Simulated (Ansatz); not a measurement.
Isolated molecules relaxed with PBE0-D4/def2-TZVP in Ansatz; ΔE leaves out vibrations. CBS: MP2 limit from def2 TZ/QZ plus the TZ coupled-cluster correction, frozen cores. Functionals use def2-TZVPP. For Br, Se outer-core shells are correlated without core-valence functions, which leaves a few kJ/mol of doubt a bond. Scalar relativity is left out up to krypton. One conformer a species, not always the lowest.

Consider the substitution at a C–Se bond: `[SiH3]CC[SeH]` + HBr → `[SiH3]CCBr` + H₂Se.

`[SiH3]CC[SeH]`:

Z-matrix (Å, degrees):
```
Si
C 1 1.884
H 1 1.488 2 110.2
H 1 1.487 2 110.5 3 120.3
H 1 1.488 2 110.1 3 -119.4
C 2 1.515 1 112.6 3 60.1
H 2 1.094 1 108.8 3 -177.3
H 2 1.095 1 108.2 3 -62.2
Se 6 1.962 2 114.6 1 177.6
H 6 1.090 2 112.1 1 -59.5
H 6 1.092 2 111.5 1 60.6
H 9 1.469 6 94.9 2 63.8
```

HBr:

Z-matrix (Å, degrees):
```
Br
H 1 1.420
```

`[SiH3]CCBr`:

```xyz
11

Si   -0.618   -0.390    1.361
C    -0.175    0.620   -0.170
C     0.712   -0.143   -1.117
Br    1.175    0.901   -2.708
H     0.615   -0.773    2.099
H    -1.492    0.413    2.254
H    -1.335   -1.632    0.966
H    -1.103    0.915   -0.669
H     0.316    1.541    0.156
H     1.669   -0.410   -0.670
H     0.236   -1.043   -1.502
```

H₂Se:

```xyz
3

Se    0.205   -0.623   -0.196
H     0.467    0.741   -0.670
H    -0.672   -0.118    0.866
```

| level | ΔE (kcal/mol) |
| --- | --- |
| ωB97X-V | 0.6 |
| B2PLYP | 0.5 |

What does CCSD(T)/CBS give? (Estimate.)

Ansatz gave: +1.1 kcal/mol. The listed levels differ from it by -0.5, -0.6 kcal/mol.

Largest T1 diagnostic among the species: 0.010.

The D4 term adds +0.7 kcal/mol with B3LYP and +0.4 kcal/mol with PBE0; it sums over pairs of atoms, weighted by their polarisabilities, and B3LYP, whose exchange is more repulsive, gets the larger term. In def2-TZVPP, CCSD(T) changes the Hartree–Fock value by +1.8 kcal/mol (the triples alone add +0.1 kcal/mol) and MP2 by +2.2 kcal/mol.

B3LYP here is the variant with VWN-RPA as its local correlation; programs differ in this.
